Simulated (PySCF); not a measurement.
**Spinor energies of Nd(33+) (neodymium, charge +33)**

Start: [Ar] 3d9; 3d3/2 filled at m_j = -1/2, +1/2, +3/2; 3d5/2 filled at m_j = -5/2, -3/2, -1/2, +1/2, +3/2, +5/2. Calculated with PySCF 2.14 in an even-tempered Gaussian basis (16 s from 5.9 bohr⁻², ratio 2.8; 12 p from 7.6 bohr⁻², ratio 2.8; 8 d from 7.6 bohr⁻², ratio 2.8; 3 f from 31 bohr⁻², ratio 3): generalised Hartree-Fock with the X2C-1e Hamiltonian and a Gaussian nucleus; one run each with spin-orbit coupling (SO) screened by Boettger's factors, then bare. This is a chosen level, not necessarily the ground level.

```csv
spinor shell,electrons,"ε, screened SO (eV)","ε, bare SO (eV)",weight of nominal j (bare SO),"rms radius, bare SO (bohr)"
1s1/2,2,-45125.6,-45125.3,1.000,0.0269
2s1/2,2,-8501.7,-8501.7,1.000,0.109
2p1/2,2,-8104.9,-8119.3,1.000,0.0933
2p3/2,4,-7581.7,-7576.5,1.000,0.0995
3s1/2,2,-2815.0,-2815.0,1.000,0.277
3p1/2,2,-2643.4,-2646.5,1.000,0.268
3p3/2,4,-2535.1,-2534.0,1.000,0.280
3d3/2,3,-2257.9,-2261.0,0.996,0.248
3d5/2,6,-2234.2,-2232.3,0.998,0.252
```

```csv
quantity,screened SO,bare SO
E (hartree),-8982.12880,-8982.38410
M_J,3/2,3/2
⟨J²⟩,3.750,3.750
⟨L²⟩,6.024,6.026
⟨S²⟩,0.774,0.776
```

Each row is a mean over spinors that exchange with the open shell spreads, by up to 18.577 eV (3p1/2).

Breit and QED terms are absent; they matter most for the inner s and p1/2 levels.

Densities and radii are taken from the X2C orbitals without a picture-change correction, which distorts them close to the nucleus.
